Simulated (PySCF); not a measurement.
## Xe²⁺: excitation energy

Xe²⁺ [Kr] 4d10 5s2 5p4 (3P) → Xe²⁺ [Kr] 4d10 5s2 5p3 6s1 (5S), as a difference of total energies. Computed with PySCF 2.14 in dyall-av2z (22s16p12d, 130 functions), with no relativity, point nucleus. Correlated levels: valence: [Kr] 4d10 frozen; virtual orbitals above 40 to 60 times the deepest correlated orbital energy dropped. The calculations carry no spin-orbit coupling.

| method | excitation energy (eV) |
| --- | --- |
| UHF | 14.197 |
| LDA | 14.720 |
| PBE | 14.538 |
| PBE0 | 14.703 |
| r2SCAN | 14.994 |
| revPBE | 14.544 |
| HSE06 | 14.726 |
| r2SCAN0 | 14.967 |
| ROHF | 14.120 |
| MP2 (valence) | 14.126 |
| SCS-MP2 (valence) | 14.283 |

Q: How much does correlation contribute at MP2 (valence)?

A: 14.126 − (14.197) = -0.071 eV, measured against UHF.

A first-order spin-orbit estimate (lowest level to lowest level, LS coupling) adds 0.361 eV.

The promoted electron is Rydberg-like, and one or two diffuse shells describe it only roughly, which tends to raise the upper state.
